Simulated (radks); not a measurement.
Values are calculated unless marked as measured or tabulated.
Q: The selenium anion Se2-, [Kr], held by a Watson sphere: a shell of charge +2 at radius R that stands for the Madelung well of a crystal (potential energy -2/R inside, -2/r outside, in hartree with lengths in bohr). Level of theory: scalar-relativistic Kohn-Sham, r2SCAN, spin-unpolarised, spherical densities, finite nucleus; meta-GGA in the generalised Kohn-Sham scheme; Fermi nuclear charge, rms radius of each element as measured or else 0.836 A^(1/3) + 0.57 fm (a radial shooting solver on a logarithmic mesh with Libxc functionals).

| R (bohr) | e(3d) (eV) | e(4s) (eV) | e(4p) (eV) | <r> 4p (bohr) | sum of <r^2> (bohr^2) | X-ray form factor at sin(theta)/lambda = 0.1 1/angstrom |
|---|---|---|---|---|---|---|
| 2.27 | -52.510 | -18.864 | -8.118 | 2.287 | 52.89 | 32.717 |
| 2.41 | -52.269 | -18.448 | -7.858 | 2.324 | 54.27 | 32.654 |
| 2.8 | -51.752 | -17.405 | -7.115 | 2.422 | 58.03 | 32.494 |
| 3.01 | -51.513 | -16.909 | -6.718 | 2.472 | 59.99 | 32.416 |
| 3.61 | -50.865 | -15.710 | -5.652 | 2.597 | 65.31 | 32.230 |
| 4.24 | -50.221 | -14.728 | -4.684 | 2.709 | 70.50 | 32.082 |
| 4.35 | -50.114 | -14.580 | -4.532 | 2.726 | 71.37 | 32.061 |
| 4.58 | -49.897 | -14.288 | -4.229 | 2.762 | 73.17 | 32.019 |

Estimate the row for R = 4.12 bohr.

A: e(3d) (eV) -50.340; e(4s) (eV) -14.897; e(4p) (eV) -4.855; <r> 4p (bohr) 2.689; sum of <r^2> (bohr^2) 69.54; X-ray form factor at sin(theta)/lambda = 0.1 1/angstrom 32.107.
